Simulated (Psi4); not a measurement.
HO (SMILES [OH-]), charge -1, singlet, at a GFN2-xTB geometry (a gas-phase anion, which may not be bound at this level); B3LYP/6-311G** run with Psi4.

Psi4 was given this input:
```
memory 2 GB

molecule mol {
-1 1
  O    -0.000000   -0.000000   -0.108754
  H     0.000000    0.000000    0.870031
}

set basis 6-311g**
set reference rks
set dft_pruning_scheme treutler

energy('b3lyp')
print_variables()
```

The log (banner, timings and long lists left out):

```
   => Loading Basis Set <=

    Name: 6-311G**
    Role: ORBITAL
    Keyword: BASIS

         ---------------------------------------------------------
                                   SCF
               by Justin Turney, Rob Parrish, Andy Simmonett
                          and Daniel G. A. Smith
                              RKS Reference
         ---------------------------------------------------------

  ==> Geometry <==

    Molecular point group: c2v
    Full point group: C_inf_v

    Geometry (in Angstrom), charge = -1, multiplicity = 1:

       Center              X                  Y                   Z               Mass
    ------------   -----------------  -----------------  -----------------  -----------------
         O            0.000000000000     0.000000000000    -0.058016769319    15.994914619570
         H            0.000000000000     0.000000000000     0.920768230681     1.007825032230

  Running in c2v symmetry.

  Rotational constants: A = ************  B =     18.55982  C =     18.55982 [cm^-1]
  Rotational constants: A = ************  B = 556409.35946  C = 556409.35946 [MHz]
  Nuclear repulsion =    4.325176300576736

  Charge       = -1
  Multiplicity = 1
  Electrons    = 10
  Nalpha       = 5
  Nbeta        = 5

  ==> Algorithm <==

  SCF Algorithm Type is DF.
  DIIS enabled.
  MOM disabled.
  Fractional occupation disabled.
  Guess Type is SAD.
  Energy threshold   = 1.00e-06
  Density threshold  = 1.00e-06
  Integral threshold = 1.00e-12

  ==> Primary Basis <==

  Basis Set: 6-311G**
    Blend: 6-311G**
    Number of shells: 12
    Number of basis functions: 24
    Number of Cartesian functions: 25
    Spherical Harmonics?: true
    Max angular momentum: 2

  ==> DFT Potential <==

   => LibXC <=

    Version 7.1.2
    S. Lehtola, C. Steigemann, M. J. T. Oliveira, and M. A. L. Marques,  SoftwareX 7, 1–5 (2018) (10.1016/j.softx.2017.11.002)

   => Composite Functional: B3LYP <=

    B3LYP Hyb-GGA Exchange-Correlation Functional

    P. J. Stephens, F. J. Devlin, C. F. Chabalowski, and M. J. Frisch,  J. Phys. Chem. 98, 11623 (1994) (10.1021/j100096a001)

    Deriv               =              1
    GGA                 =           TRUE
    Meta                =          FALSE

    Exchange Hybrid     =           TRUE
    MP2 Hybrid          =          FALSE

   => Exchange Functionals <=

    0.0800   Slater exchange
    0.7200         Becke 88

   => Exact (HF) Exchange <=

    0.2000               HF

[...]
   @DF-RKS iter   4:   -75.76111843683526   -8.44499e-02   5.61936e-03 DIIS/ADIIS
   @DF-RKS iter   5:   -75.76340077109936   -2.28233e-03   5.79943e-04 DIIS/ADIIS
   @DF-RKS iter   6:   -75.76342612514885   -2.53540e-05   2.21067e-05 DIIS
   @DF-RKS iter   7:   -75.76342616096106   -3.58122e-08   2.48680e-06 DIIS
   @DF-RKS iter   8:   -75.76342616150865   -5.47587e-10   6.24162e-07 DIIS
  Energy and wave function converged.

  ==> Post-Iterations <==

   Electrons on quadrature grid:
      Ntotal   =   10.0000001924 ; deviation = 1.924e-07

    Orbital Energies [Eh]
    ---------------------

    Doubly Occupied:

[...]
    Virtual:

[...]
      13A1    50.226063

    Final Occupation by Irrep:
             A1    A2    B1    B2
    DOCC [     3,    0,    1,    1 ]
    NA   [     3,    0,    1,    1 ]
    NB   [     3,    0,    1,    1 ]

  @DF-RKS Final Energy:   -75.76342616150865

   => Energetics <=

    Nuclear Repulsion Energy =              4.3251763005767359
    One-Electron Energy =                -117.1131159604427836
    Two-Electron Energy =                  44.5184389045364668
    DFT Exchange-Correlation Energy =      -7.4939254061790583
    Empirical Dispersion Energy =           0.0000000000000000
    VV10 Nonlocal Energy =                  0.0000000000000000
    Total Energy =                        -75.7634261615086473

Computation Completed

Properties will be evaluated at   0.000000,   0.000000,   0.000000 [a0]

Properties computed using the SCF density matrix

 Multipole Moments:

 ------------------------------------------------------------------------------------
     Multipole            Electronic (a.u.)      Nuclear  (a.u.)        Total (a.u.)
 ------------------------------------------------------------------------------------

 L = 1.  Multiply by 2.5417464519 to convert [e a0] to [Debye]
 Dipole X            :          0.0000000            0.0000000            0.0000000
 Dipole Y            :          0.0000000            0.0000000            0.0000000
 Dipole Z            :         -0.4574537            0.8629133            0.4054597
 Magnitude           :                                                    0.4054597

 ------------------------------------------------------------------------------------

  Variable Map:
  ----------------------------------------------------------------------------
[...]
  Array Variable Map:
  ----------------------------------------------------------------------------
[...]
[...]
```
